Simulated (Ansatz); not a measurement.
CH$_{5}$GaO (SMILES [CH3][GaH][OH]), singlet, geometry from GFN2-xTB (such geometries of metal compounds can be far from the true shape), with bond 6-3 at 2.4 times its length; Ansatz (a quantum-chemistry and plane-wave program) with SC-NEVPT2/6-31G, CASSCF(4,6).

The Ansatz input:
Ansatz 0.2 input:
```yaml
crystal:
  periodic: [false, false, false]
  atoms:
    - {symbol: Ga, position_ang: [-0.29015306, -0.17784590, -0.10974113]}
    - {symbol: H, position_ang: [-1.55389704, -0.97314859, -0.57907119]}
    - {symbol: C, position_ang: [0.31064779, 1.70772616, -0.51570135]}
    - {symbol: H, position_ang: [1.29737702, 1.66668288, -0.98065854]}
    - {symbol: H, position_ang: [0.40623268, 2.25324780, 0.42492289]}
    - {symbol: H, position_ang: [-1.32766829, 2.99842886, -2.09302513]}
    - {symbol: O, position_ang: [0.79128380, -1.01501636, 0.92525487]}
    - {symbol: H, position_ang: [1.02285904, -1.80530429, 1.40187055]}
basis:
  gaussian:
    orbitals: 6-31G
magnetization: {spin_polarized: false}
correlation: {method: sc_nevpt2, electrons: all, active_space: {window: {electrons: 4, orbitals: 6}}}
```

The log (banner, timings and long lists left out):

```
Functional definition: HF
618 factors; integrals over basis functions are off by at most 5.8e-4 eV
mean field evaluation 1: about -55460.3606 eV, gradient 4.2e1 eV
mean field evaluation 2: about -55460.3657 eV, gradient 4.2e1 eV
mean field evaluation 4: about -55465.2560 eV, gradient 3.0e0 eV
mean field evaluation 8: about -55465.3311 eV, gradient 3.7e-1 eV
mean field evaluation 16: about -55465.3329 eV, gradient 1.8e-6 eV
mean field -55465.33294854 eV, -2038.3133901060 hartree, gradient 1.8e-6 eV, S^2 0.000000; 0 other end points of the search recorded, 0 dependent functions left out; unrestricted orbitals would lower it
reference -55465.33294854 eV, -2038.3133901060 hartree; 25, 25 occupied and 32, 32 virtual orbitals, 618 factors
state -55468.62827463 eV, -2038.4344911060 hartree
state -55468.62827463 eV, -2038.4344911060 hartree; corrected -55480.60484433 eV, -2038.8746219244 hartree
Total energy: -55480.60484433 eV, -2038.8746219244 hartree
```
